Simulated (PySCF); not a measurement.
Sn(Cl)(SH) (ClHSSn), SMILES [Cl][Sn][SH] (connectivity only; charge and spin as stated), neutral, multiplicity 1.

Geometry optimised at PBE0-D3(BJ)/def2-TZVP. The def2 effective core potentials stand for the cores of Sn; spin–orbit coupling is left out. One conformer was computed; it need not be the lowest.

The numbers are results of TDDFT-B3LYP/def2-SVPD (PySCF), not measurements.

Vertical excitations.  State labels are in the subgroup Cs.

Computed excitation energies, oscillator strengths and character:
```csv
state,symmetry,energy (eV),λ (nm),f,main pairs
S1,A",3.46,359,0.016,HOMO→LUMO 99 %
S2,A',4.02,308,0.036,HOMO−1→LUMO 93 %
S3,A",4.69,264,0.006,HOMO−2→LUMO 99 %
S4,A',5.13,242,0.002,HOMO−3→LUMO 86 %
S5,A",5.36,231,0.000,"HOMO−4→LUMO 77 %, HOMO−1→LUMO+1 21 %"
S6,A",5.46,227,0.014,"HOMO−1→LUMO+1 78 %, HOMO−4→LUMO 21 %"
S7,A',5.49,226,0.127,HOMO→LUMO+1 78 %
S8,A",5.90,210,0.005,HOMO−1→LUMO+2 97 %
S9,A',6.22,199,0.269,"HOMO→LUMO+2 52 %, HOMO→LUMO+3 27 %, HOMO−2→LUMO+1 11 %"
S10,A',6.27,198,0.159,"HOMO→LUMO+3 69 %, HOMO→LUMO+2 24 %"
T1,A",2.70,460,0,HOMO→LUMO 98 %
T2,A',3.19,389,0,HOMO−1→LUMO 99 %
T3,A",4.48,276,0,HOMO−2→LUMO 98 %
T4,A',4.54,273,0,HOMO−3→LUMO 99 %
```
Triplets are in the Tamm–Dancoff approximation, which puts them higher than full response would, so one can lie above its singlet here.
